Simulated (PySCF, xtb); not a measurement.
C4H5NS2, SMILES Cc1ncsc1S.

GFN2-xTB (xtb) at its own geometry gives an orbital gap of 3.04 eV and a dipole moment of 1.52 D.

The structure is a stationary point at r2SCAN-D4/def2-SVP. Other conformers were not sampled.

What does B3LYP/def2-TZVP in PySCF give? (The exact figures need the calculation; the answer reports its results.)

gap 5.41 eV (levels -6.79 and -1.38 eV), dipole 0.99 D.
